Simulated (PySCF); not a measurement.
Molecule: SMILES N([SiH3])([SiH3])[SiH3], H$_{9}$NSi$_{3}$.

Geometry:
```csv
atom,x (Å),y (Å),z (Å)
Si1,0.356,1.703,-0.163
N2,0.000,0.003,0.075
Si3,-1.644,-0.515,0.402
Si4,1.287,-1.187,0.009
H5,-0.362,2.257,-1.351
H6,-0.026,2.516,1.033
H7,1.829,1.820,-0.386
H8,-2.508,0.704,0.352
H9,-2.122,-1.498,-0.618
H10,-1.767,-1.149,1.750
H11,0.674,-2.516,0.315
H12,1.920,-1.240,-1.344
H13,2.354,-0.897,1.014
```

Geometry PBE0-D3(BJ)/def2-SVP throughout; GIAO in PySCF 2.14, gas phase, one conformer, non-relativistic; equivalent atoms averaged; functional PBE0.

For orientation, 6-31G* gives these shifts δ (against TMS, NH3 at the same level): Si1/Si3/Si4 -15.8, N2 -33.2, H5/H6/H7/H8/H9/H10/H11/H12/H13 4.97 ppm.

A run gave: Si1/Si3/Si4 -47.4, N2 -20.3, H5/H6/H7/H8/H9/H10/H11/H12/H13 4.88 ppm (shifts δ (against TMS, NH3 at the same level)).

Q: Which basis set was used in that run?
A. 6-31G
B. IGLO-III
C. pcSseg-1
D. def2-SVP

A: B. N2 tells them apart best: IGLO-III gives -20.3, 6-31G gives -55.1, pcSseg-1 gives -28.9, def2-SVP gives -25.1 ppm.
